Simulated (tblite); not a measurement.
Compound: C4H4ClOP3.
Z-matrix (Å and degrees, GFN2-xTB geometry), rows numbered from 1:
```
C 
O   1  1.4030
C   2  1.3600  1  118.17
P   3  1.7502  2  119.49  1     0.14
C   4  1.7291  3  104.54  2  -179.99
P   5  1.7250  4  137.01  3     0.26
C   6  1.7453  5  103.33  4    -0.39
Cl  7  1.7442  6  111.99  5  -179.73
P   7  1.7347  6  136.67  5     0.17
H   1  1.0886  2  106.35  3  -179.84
H   1  1.0961  2  110.91  3    60.73
H   1  1.0964  2  111.00  3   -60.19
H   5  1.0882  4  110.85  3  -179.85
```

Calculated harmonic vibrations of the isolated species, GFN2-xTB (tblite), most abundant isotopes, no scaling. This tight-binding method is rough: wavenumbers can miss measured ones by several per cent, in bad cases by 10 to 20. One conformer, not necessarily the lowest.

Problem. How many normal modes are there?

Solution. 13 atoms, non-linear: 3N − 6 = 33.

Problem. What is the point group of the computed structure, and how do the modes divide by symmetry?

Solution. Cs. The vibrations span 22 a′ + 11 a″.

Problem. How many distinct wavenumbers does the calculation give?

Solution. 33: Cs has no degenerate species.

Problem. How many fundamentals are allowed in the infrared by symmetry?

Solution. 33 of 33: in Cs every mode is allowed. All fundamentals are allowed in the Raman spectrum.

Problem. Zero-point energy?

Solution. ½Σν̃ = 15800 cm⁻¹ = 45.2 kcal/mol (33 modes), 17.0 kcal/mol of it from above 1550 cm⁻¹.

Problem. How far is the lowest real mode excited at 500 K, as a harmonic oscillator?

Solution. 66.7 cm⁻¹ is a vibrational temperature θ of 96 K. The population of v = 1 over v = 0 is exp(−θ/T) = 0.83, and the mean quantum number is 4.7.
